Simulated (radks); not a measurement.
The numbers below are computed, except where a source is named.
Coulomb parameter of the 3d shell of the zinc ion Zn3+ in the model configuration [Ar] 3d8 4p1, as a second difference U = [E(n + 1) + E(n - 1) - 2 E(n)] / (1)^2 with all orbitals relaxed. "Bare": the charge of the atom changes with n. "Screened": the 4p shell takes up the change at fixed total charge, which measures U(3d,3d) + U(4p,4p) - 2 U(3d,4p). Level of theory: Dirac Kohn-Sham, PBE, spin-unpolarised, spherical densities, finite nucleus; open shells are shared between the two j in proportion to 2j + 1; Fermi nuclear charge, rms radius 3.9283 fm (a radial shooting solver on a logarithmic mesh with Libxc functionals).

[
 {"case": "start", "configuration": "[Ar] 3d8 4p1", "E - E(n) (eV)": "0.000"},
 {"case": "bare +1", "configuration": "[Ar] 3d9 4p1", "E - E(n) (eV)": "-49.766"},
 {"case": "bare -1", "configuration": "[Ar] 3d7 4p1", "E - E(n) (eV)": "72.122"},
 {"case": "screened +1", "configuration": "[Ar] 3d9", "E - E(n) (eV)": "-27.342"},
 {"case": "screened -1", "configuration": "[Ar] 3d7 4p2", "E - E(n) (eV)": "34.575"}
]

U(bare) = 22.356 eV, U(screened by 4p) = 7.233 eV.
